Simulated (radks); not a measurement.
Numerical settings for neutral neon, [Ne]. All-electron calculation, non-relativistic Kohn-Sham, BLYP, spin-unpolarised, spherical densities, point nucleus. Program: a radial shooting solver on a logarithmic mesh with Libxc functionals. The defaults (mesh step 0.008 in ln r, mesh end at 40 bohr or more with all orbitals vanishing there, Anderson mixing 0.5 over 9 steps, residual threshold near 1e-9 with the energy settled to 1e-9 hartree or 1e-11 of itself, here a cap of 79 iterations) give E = -128.9730 hartree and 2p at -13.370 eV in 14 iterations. Run on one thread of a shared host, so times are rough (Arm Neoverse V1): 0.04 s of CPU time, 0.04 s wall, 14 iterations on 2496 mesh points. Changes against that run (0 stands for a change within the tolerance of the run):

| setting | iterations | converged | E (mhartree) | e(2p) (meV) | CPU (s) |
|---|---|---|---|---|---|
| mesh step in ln r 0.08 | 14 | yes | +0.00443 | +0.00397 | 0.01 |
| mesh step in ln r 0.02 | 14 | yes | 0 | 0 | 0.02 |
| mesh step in ln r 0.005 | 14 | yes | 0 | 0 | 0.06 |
| mesh end (bohr) 3 | 13 | yes | +132 | +3.48e+03 | 0.04 |
| mesh end (bohr) 400 | 14 | yes | 0 | 0 | 0.04 |
| residual threshold 0.001 | 10 | yes | 0 | +0.243 | 0.03 |
| residual threshold 1e-05 | 11 | yes | 0 | -0.00319 | 0.04 |
| mixing 0.2 | 16 | yes | 0 | 0 | 0.05 |
| linear mixing, mixing 0.8 | 79 | no | +32.1 | -2.73e+03 | 0.22 |
| linear mixing, mixing 1 | 79 | no | +6.52e+03 | -1.8e+05 | 0.46 |
| mixing history 2 | 21 | yes | 0 | 0 | 0.05 |
| iteration cap 3 | 3 | no | +5.49 | -1.64e+03 | 0.01 |

Settings that end as converged yet miss the energy by more than 1 mhartree: mesh end (bohr) 3 (+0.132 hartree). A mesh that ends early acts as a hard wall.
